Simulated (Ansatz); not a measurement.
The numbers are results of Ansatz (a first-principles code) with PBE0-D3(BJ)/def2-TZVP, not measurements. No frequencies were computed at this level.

Ansatz 0.2 input:
```yaml
crystal:
  periodic: [false, false, false]
  atoms:
    - { symbol: C, position_ang: [1.373508, 0.12107, 0.098199] }
    - { symbol: N, position_ang: [0.231395, -0.350923, -0.665867] }
    - { symbol: C, position_ang: [-0.966321, -0.50863, 0.106752] }
    - { symbol: O, position_ang: [-1.500428, 0.680064, 0.654407] }
    - { symbol: H, position_ang: [1.19521, 1.080491, 0.59994] }
    - { symbol: H, position_ang: [1.608563, -0.625676, 0.855812] }
    - { symbol: H, position_ang: [2.224587, 0.222193, -0.572237] }
    - { symbol: H, position_ang: [0.065108, 0.267441, -1.455242] }
    - { symbol: H, position_ang: [-0.743266, -1.144669, 0.967127] }
    - { symbol: H, position_ang: [-1.71421, -1.006671, -0.52737] }
    - { symbol: H, position_ang: [-1.774144, 1.26531, -0.06152] }
basis:
  gaussian: { orbitals: def2-tzvp }
hamiltonian:
  xc: pbe0
  dispersion: d3bj
relax:
  max_steps: 150
```

Output:

```
Functional definition: PBE0
974 factors; their error is unknown
mean field evaluation 1: about -5712.4324 eV, gradient 6.4e1 eV
mean field evaluation 2: about -5706.8209 eV, gradient 8.3e1 eV
mean field evaluation 4: about -5720.5469 eV, gradient 3.0e0 eV
mean field evaluation 8: about -5720.5658 eV, gradient 6.4e-2 eV
mean field evaluation 16: about -5720.5577 eV, gradient 1.1e-4 eV
mean field -5720.55768044 eV, -210.2266172228 hartree, gradient 2.0e-5 eV, S^2 0.000000; 0 other end points of the search recorded, 0 dependent functions left out
reference -5720.55770877 eV, -210.2266182639 hartree; 17, 17 occupied and 149, 149 virtual orbitals, 974 factors
relax step   1: F+E_penalty+E_count = -5720.70153808 eV  Δ(F+E_penalty+E_count) = +0.000e0 eV  max|allowed force component| = 4.440e-1 eV/Å  Δτ_max = 0.0000 Å  (28 SCF iters, accepted)
these checks for a lower state are left out or cut short: starts, cluster_reference, orbital_swaps, neighbouring_geometries, increment
974 factors; their error is unknown
mean field -5720.57396820 eV, -210.2272157869 hartree, gradient 1.1e-5 eV, S^2 0.000000; 0 other end points of the search recorded, 0 dependent functions left out
reference -5720.57399656 eV, -210.2272168292 hartree; 17, 17 occupied and 149, 149 virtual orbitals, 974 factors
relax step   2: F+E_penalty+E_count = -5720.71755726 eV  Δ(F+E_penalty+E_count) = -1.602e-2 eV  max|allowed force component| = 1.555e-1 eV/Å  Δτ_max = 0.0529 Å  (30 SCF iters, accepted)
these checks for a lower state are left out or cut short: starts, cluster_reference, orbital_swaps, neighbouring_geometries, increment
974 factors; their error is unknown
mean field evaluation 32: about -5720.5812 eV, gradient 1.1e-5 eV
mean field -5720.58115577 eV, -210.2274799254 hartree, gradient 1.1e-5 eV, S^2 0.000000; 0 other end points of the search recorded, 0 dependent functions left out
reference -5720.58118411 eV, -210.2274809670 hartree; 17, 17 occupied and 149, 149 virtual orbitals, 974 factors
relax step   3: F+E_penalty+E_count = -5720.72467970 eV  Δ(F+E_penalty+E_count) = -7.122e-3 eV  max|allowed force component| = 1.186e-1 eV/Å  Δτ_max = 0.0641 Å  (29 SCF iters, accepted)
these checks for a lower state are left out or cut short: starts, cluster_reference, orbital_swaps, neighbouring_geometries, increment
974 factors; their error is unknown
mean field -5720.58192008 eV, -210.2275080134 hartree, gradient 1.1e-5 eV, S^2 0.000000; 0 other end points of the search recorded, 0 dependent functions left out
reference -5720.58194843 eV, -210.2275090551 hartree; 17, 17 occupied and 149, 149 virtual orbitals, 974 factors
relax step   4: F+E_penalty+E_count = -5720.72542041 eV  Δ(F+E_penalty+E_count) = -7.407e-4 eV  max|allowed force component| = 2.689e-2 eV/Å  Δτ_max = 0.0136 Å  (31 SCF iters, accepted)
these checks for a lower state are left out or cut short: starts, cluster_reference, orbital_swaps, neighbouring_geometries, increment
974 factors; their error is unknown
mean field -5720.58205276 eV, -210.2275128891 hartree, gradient 1.1e-5 eV, S^2 0.000000; 0 other end points of the search recorded, 0 dependent functions left out
reference -5720.58208113 eV, -210.2275139316 hartree; 17, 17 occupied and 149, 149 virtual orbitals, 974 factors
relax step   5: F+E_penalty+E_count = -5720.72551539 eV  Δ(F+E_penalty+E_count) = -9.497e-5 eV  max|allowed force component| = 2.877e-2 eV/Å  Δτ_max = 0.0101 Å  (31 SCF iters, accepted)
these checks for a lower state are left out or cut short: starts, cluster_reference, orbital_swaps, neighbouring_geometries, increment
974 factors; their error is unknown
mean field -5720.58208256 eV, -210.2275139842 hartree, gradient 1.1e-5 eV, S^2 0.000000; 0 other end points of the search recorded, 0 dependent functions left out
reference -5720.58211092 eV, -210.2275150266 hartree; 17, 17 occupied and 149, 149 virtual orbitals, 974 factors
relax step   6: F+E_penalty+E_count = -5720.72554366 eV  Δ(F+E_penalty+E_count) = -2.828e-5 eV  max|allowed force component| = 3.127e-3 eV/Å  Δτ_max = 0.0022 Å  (32 SCF iters, accepted)
974 factors; their error is unknown
mean field evaluation 64: about -5720.5738 eV, gradient 3.0e0 eV
mean field -5720.58208256 eV, -210.2275139842 hartree, gradient 1.1e-5 eV, S^2 0.000000; 1 other end points of the search recorded, 0 dependent functions left out
reference -5720.58211092 eV, -210.2275150266 hartree; 17, 17 occupied and 149, 149 virtual orbitals, 974 factors
Total energy: -5720.72557203 eV, -210.2327871250 hartree
Atom 0 at     1.368766     0.145516     0.094248 Å, force     0.002488     0.003039    -0.000210 eV/Å
Atom 1 at     0.240034    -0.364580    -0.656546 Å, force    -0.002014    -0.000990    -0.000068 eV/Å
Atom 2 at    -0.967285    -0.507284     0.085877 Å, force     0.002649     0.001782    -0.000554 eV/Å
Atom 3 at    -1.463165     0.664778     0.719913 Å, force    -0.000228    -0.002819     0.003127 eV/Å
Atom 4 at     1.205286     1.138963     0.530458 Å, force    -0.000194    -0.001625    -0.001130 eV/Å
Atom 5 at     1.591657    -0.543742     0.913438 Å, force     0.000039     0.000630    -0.000781 eV/Å
Atom 6 at     2.247704     0.185416    -0.551707 Å, force    -0.002959    -0.001506     0.001928 eV/Å
Atom 7 at     0.092930     0.161446    -1.507730 Å, force     0.000830     0.001000    -0.000387 eV/Å
Atom 8 at    -0.790500    -1.206707     0.906586 Å, force    -0.000881     0.000164     0.000635 eV/Å
Atom 9 at    -1.728633    -0.933091    -0.577581 Å, force    -0.000456    -0.000221    -0.000274 eV/Å
Atom 10 at    -1.796791     1.259287     0.043045 Å, force     0.000725     0.000545    -0.002287 eV/Å
Dipole moment:    -0.008832     0.154805    -0.332066 e Å
```

Cost: roughly 25 core-seconds.
